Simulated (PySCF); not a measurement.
PySCF input for H₉N₃Si₃, SMILES N1[SiH2]N[SiH2]N[SiH2]1, TDA-ωB97X/def2-SVPD. Geometry optimised at B3LYP-D3(BJ)/def2-SVP.

```python
import numpy as np
from pyscf import gto, scf, dft, tdscf

mol = gto.M(
    atom='''
    Si    0.26479586    1.68221576   -0.00000001
    N    -0.27027398    0.83315358   -1.43448211
    Si   -0.09666123   -0.89118978   -1.58307657
    N     0.42103587   -1.42349260    0.00000001
    Si   -0.09666123   -0.89118976    1.58307658
    N    -0.27027397    0.83315360    1.43448209
    H    -0.34590329    3.04192640   -0.00000002
    H     1.74926530    1.79507653   -0.00000001
    H    -0.91832766    1.31388848   -2.05241802
    H    -1.39849192   -1.45796267   -2.05425518
    H     0.95780192   -1.35701744   -2.53424951
    H     1.15063028   -2.13222880    0.00000001
    H     0.95780192   -1.35701740    2.53424952
    H    -1.39849192   -1.45796263    2.05425520
    H    -0.91832766    1.31388852    2.05241801
    ''',
    basis='def2-SVPD',
    charge=0,
    spin=0,
    symmetry=True,
    max_memory=1600,
    verbose=4,
)
mf = dft.RKS(mol, xc='wb97x').density_fit(auxbasis='def2-universal-jkfit')
mf.grids.level = 3
mf.conv_tol = 1e-9
mf.max_cycle = 100
mf.kernel()
mf.grids = dft.Grids(mol).set(level=1).build(with_non0tab=True)  # coarser grid for the response kernel
td = tdscf.TDA(mf)
td.singlet = True
td.nstates = 6
td.conv_tol = 1e-4
td.kernel(x0=td.get_init_guess(mf, 11))
td.analyze()
tt = tdscf.TDA(mf)
tt.singlet = False
tt.nstates = 2
tt.conv_tol = 1e-4
tt.kernel(x0=tt.get_init_guess(mf, 7))
tt.analyze(verbose=3)
```

Output:

```
PySCF version 2.14.0

[INPUT] verbose = 4
[INPUT] num. atoms = 15
[INPUT] num. electrons = 72
[INPUT] charge = 0
[INPUT] spin (= nelec alpha-beta = 2S) = 0
[INPUT] symmetry True subgroup None
[INPUT] Mole.unit = angstrom
[INPUT] Symbol           X                Y                Z      unit          X                Y                Z       unit  Magmom
[INPUT]  1 Si     0.264795860000   1.682215760000  -0.000000010000 AA    0.500391654319   3.178927068827  -0.000000018897 Bohr   0.0
[INPUT]  2 N     -0.270273980000   0.833153580000  -1.434482110000 AA   -0.510743800796   1.574432085901  -2.710778318488 Bohr   0.0
[INPUT]  3 Si    -0.096661230000  -0.891189780000  -1.583076570000 AA   -0.182663251564  -1.684104609211  -2.991581151516 Bohr   0.0
[INPUT]  4 N      0.421035870000  -1.423492600000   0.000000010000 AA    0.795642482918  -2.690011154345   0.000000018897 Bohr   0.0
[INPUT]  5 Si    -0.096661230000  -0.891189760000   1.583076580000 AA   -0.182663251564  -1.684104571417   2.991581170413 Bohr   0.0
[INPUT]  6 N     -0.270273970000   0.833153600000   1.434482090000 AA   -0.510743781899   1.574432123695   2.710778280694 Bohr   0.0
[INPUT]  7 H     -0.345903290000   3.041926400000  -0.000000020000 AA   -0.653662483686   5.748407787084  -0.000000037795 Bohr   0.0
[INPUT]  8 H      1.749265300000   1.795076530000  -0.000000010000 AA    3.305632336205   3.392203014335  -0.000000018897 Bohr   0.0
[INPUT]  9 H     -0.918327660000   1.313888480000  -2.052418020000 AA   -1.735387770013   2.482889385421  -3.878507950922 Bohr   0.0
[INPUT] 10 H     -1.398491920000  -1.457962670000  -2.054255180000 AA   -2.642766716217  -2.755150146140  -3.881979680169 Bohr   0.0
[INPUT] 11 H      0.957801920000  -1.357017440000  -2.534249510000 AA    1.809983310383  -2.564391307858  -4.789037505213 Bohr   0.0
[INPUT] 12 H      1.150630280000  -2.132228800000   0.000000010000 AA    2.174376099832  -4.029328466910   0.000000018897 Bohr   0.0
[INPUT] 13 H      0.957801920000  -1.357017400000   2.534249520000 AA    1.809983310383  -2.564391232269   4.789037524110 Bohr   0.0
[INPUT] 14 H     -1.398491920000  -1.457962630000   2.054255200000 AA   -2.642766716217  -2.755150070551   3.881979717964 Bohr   0.0
[INPUT] 15 H     -0.918327660000   1.313888520000   2.052418010000 AA   -1.735387770013   2.482889461010   3.878507932025 Bohr   0.0

nuclear repulsion = 473.261319526731
point group symmetry = Cs
symmetry origin: [ 2.62461947e-10  3.41200536e-09 -1.83723374e-09]
symmetry axis x: [ 1.00000000e+00  2.63585749e-10 -9.61124473e-10]
symmetry axis y: [-2.63585761e-10  1.00000000e+00 -1.22007417e-08]
symmetry axis z: [9.61124470e-10 1.22007417e-08 1.00000000e+00]
num. orbitals of irrep A' = 117
num. orbitals of irrep A" = 87
number of shells = 90
number of NR pGTOs = 306
number of NR cGTOs = 204
basis = def2-SVPD
ecp = {}


******** <class 'pyscf.df.df_jk.DFSymAdaptedRKS'> ********
method = DFSymAdaptedRKS
initial guess = minao
damping factor = 0
level_shift factor = 0
DIIS = <class 'pyscf.scf.diis.CDIIS'>
diis_start_cycle = 1
diis_space = 8
diis_damp = 0
SCF conv_tol = 1e-09
SCF conv_tol_grad = None
SCF max_cycles = 100
direct_scf = False
XC library pyscf.dft.libxc version 7.1.2
    S. Lehtola, C. Steigemann, M. J. T. Oliveira, and M. A. L. Marques,  SoftwareX 7, 1–5 (2018)
XC functionals = wb97x
    J.-D. Chai and M. Head-Gordon,  J. Chem. Phys. 128, 084106 (2008)
radial grids:
    Treutler-Ahlrichs [JCP 102, 346 (1995); DOI:10.1063/1.469408] (M4) radial grids

becke partition: Becke, JCP 88, 2547 (1988); DOI:10.1063/1.454033
pruning grids: <function nwchem_prune>
grids dens level: 3
symmetrized grids: True
atomic radii adjust function: <function treutler_atomic_radii_adjust>
small_rho_cutoff = 0
Freeze 0 electrons in irreps []
    72 free electrons in irreps A' A"
Set gradient conv threshold to 3.16228e-05
Initial guess from minao.
tot grids = 187520
******** <class 'pyscf.df.df.DF'> ********
auxbasis = def2-universal-jkfit
Create RSH-DF object <pyscf.df.df.DF object> for omega=0.3
******** <class 'pyscf.df.df.DF'> ********
auxbasis = auxmol.basis = def2-universal-jkfit
init E= -1038.27632522943
HOMO (A') = -0.298629820052449  LUMO (A') = 0.0130858737761645  gap/eV = 8.48222
cycle= 1 E= -1037.78244761  delta_E= 0.494  |g|= 0.597  |ddm|= 5.01
HOMO (A") = -0.288843151895805  LUMO (A') = 0.078093212202635  gap/eV = 9.98485
cycle= 2 E= -1037.80901056937  delta_E= -0.0266  |g|= 0.528  |ddm|= 1.45
HOMO (A") = -0.363118303072248  LUMO (A') = 0.0698228573374897  gap/eV = 11.78093
cycle= 3 E= -1037.86844445602  delta_E= -0.0594  |g|= 0.0524  |ddm|= 0.615
HOMO (A") = -0.35164579422369  LUMO (A') = 0.07517624008503  gap/eV = 11.61442
cycle= 4 E= -1037.86937667046  delta_E= -0.000932  |g|= 0.0108  |ddm|= 0.159
HOMO (A") = -0.353292077977188  LUMO (A') = 0.0743502577614223  gap/eV = 11.63674
cycle= 5 E= -1037.86941911874  delta_E= -4.24e-05  |g|= 0.00289  |ddm|= 0.0459
HOMO (A") = -0.35341920684738  LUMO (A') = 0.0744288920579956  gap/eV = 11.64234
cycle= 6 E= -1037.86942177365  delta_E= -2.65e-06  |g|= 0.0012  |ddm|= 0.00908
HOMO (A") = -0.353298696376942  LUMO (A') = 0.0744088881333766  gap/eV = 11.63852
cycle= 7 E= -1037.86942219638  delta_E= -4.23e-07  |g|= 0.000468  |ddm|= 0.00357
HOMO (A") = -0.353338546294105  LUMO (A') = 0.0744083149513686  gap/eV = 11.63958
cycle= 8 E= -1037.86942226935  delta_E= -7.3e-08  |g|= 7.84e-05  |ddm|= 0.00154
HOMO (A") = -0.353332668932801  LUMO (A') = 0.074409726406683  gap/eV = 11.63946
cycle= 9 E= -1037.86942227461  delta_E= -5.26e-09  |g|= 1.44e-05  |ddm|= 0.000757
HOMO (A") = -0.353334641593774  LUMO (A') = 0.0744085039096958  gap/eV = 11.63948
cycle= 10 E= -1037.86942227481  delta_E= -1.96e-10  |g|= 4.46e-06  |ddm|= 0.000132
HOMO (A") = -0.353334449359791  LUMO (A') = 0.0744086177720122  gap/eV = 11.63948
Extra cycle  E= -1037.86942227482  delta_E= -1.25e-11  |g|= 1.95e-06  |ddm|= 3.39e-05
converged SCF energy = -1037.86942227482
tot grids = 56848


******** <class 'pyscf.tdscf.rks.TDA'> for <class 'pyscf.df.df_jk.DFSymAdaptedRKS'> ********
nstates = 6 singlet
deg_eia_thresh = 1.000e-03
wfnsym = None
conv_tol = 0.0001
eigh lindep = 1e-12
eigh level_shift = 0
eigh max_cycle = 100


Excitation energies (eV)
[6.83910917 6.87378755 6.97021295 7.05024712 7.60743323 7.61745977]

** Singlet excitation energies and oscillator strengths **
Excited State   1:   A'      6.83911 eV    181.29 nm  f=0.0137
      34 -> 37       -0.21623
      35 -> 37       -0.52604
      35 -> 38       -0.32159
      36 -> 39       -0.13259
Excited State   2:   A"      6.87379 eV    180.37 nm  f=0.0237
      34 -> 39       -0.17028
      35 -> 39        0.33640
      36 -> 37       -0.30869
      36 -> 38        0.46819
Excited State   3:   A'      6.97021 eV    177.88 nm  f=0.0131
      34 -> 38        0.17563
      35 -> 37        0.28442
      35 -> 38       -0.30525
      35 -> 43        0.10385
      36 -> 39       -0.49360
Excited State   4:   A"      7.05025 eV    175.86 nm  f=0.0023
      35 -> 39       -0.13493
      35 -> 44       -0.14877
      35 -> 45       -0.10381
      36 -> 37       -0.54673
      36 -> 38       -0.28520
      36 -> 40       -0.11583
Excited State   5:   A'      7.60743 eV    162.98 nm  f=0.0089
      34 -> 37       -0.51989
      35 -> 37        0.11776
      35 -> 42        0.13912
      35 -> 43       -0.24462
      36 -> 41       -0.11027
      36 -> 45        0.13513
      36 -> 47       -0.12374
Excited State   6:   A"      7.61746 eV    162.76 nm  f=0.0017
      34 -> 44       -0.14847
      35 -> 39       -0.37033
      35 -> 41        0.20030
      36 -> 38        0.25245
      36 -> 40        0.16905
      36 -> 42       -0.22244
      36 -> 43        0.30521

** Transition electric dipole moments (AU) **
state          X           Y           Z        Dip. S.      Osc.
  1        -0.1002      0.2681      0.0000      0.0819      0.0137
  2        -0.0000     -0.0000      0.3751      0.1407      0.0237
  3        -0.1227     -0.2486      0.0000      0.0769      0.0131
  4         0.0000     -0.0000     -0.1145      0.0131      0.0023
  5         0.2179      0.0038      0.0000      0.0475      0.0089
  6        -0.0000      0.0000      0.0945      0.0089      0.0017

** Transition velocity dipole moments (imaginary part, AU) **
state          X           Y           Z        Dip. S.      Osc.
  1        -0.0225      0.0603     -0.0000      0.0041      0.0110
  2        -0.0000      0.0000      0.0911      0.0083      0.0219
  3        -0.0283     -0.0665      0.0000      0.0052      0.0136
  4         0.0000     -0.0000     -0.0139      0.0002      0.0005
  5         0.0443      0.0138      0.0000      0.0022      0.0051
  6        -0.0000      0.0000      0.0356      0.0013      0.0030

** Transition magnetic dipole moments (imaginary part, AU) **
state          X           Y           Z
  1         0.0000     -0.0000     -0.8062
  2        -0.4145     -0.5893      0.0000
  3         0.0000     -0.0000     -0.8514
  4         0.5006      1.0479      0.0000
  5        -0.0000      0.0000      0.5497
  6        -1.7552     -0.3578      0.0000


******** <class 'pyscf.tdscf.rks.TDA'> for <class 'pyscf.df.df_jk.DFSymAdaptedRKS'> ********
nstates = 2 triplet
deg_eia_thresh = 1.000e-03
wfnsym = None
conv_tol = 0.0001
eigh lindep = 1e-12
eigh level_shift = 0
eigh max_cycle = 100


Excitation energies (eV)
[6.5587872  6.63294875]

** Triplet excitation energies and oscillator strengths **
Excited State   1:   A'      6.55879 eV    189.04 nm  f=0.0000
Excited State   2:   A"      6.63295 eV    186.92 nm  f=0.0000
```

The calculation finished and met its thresholds.
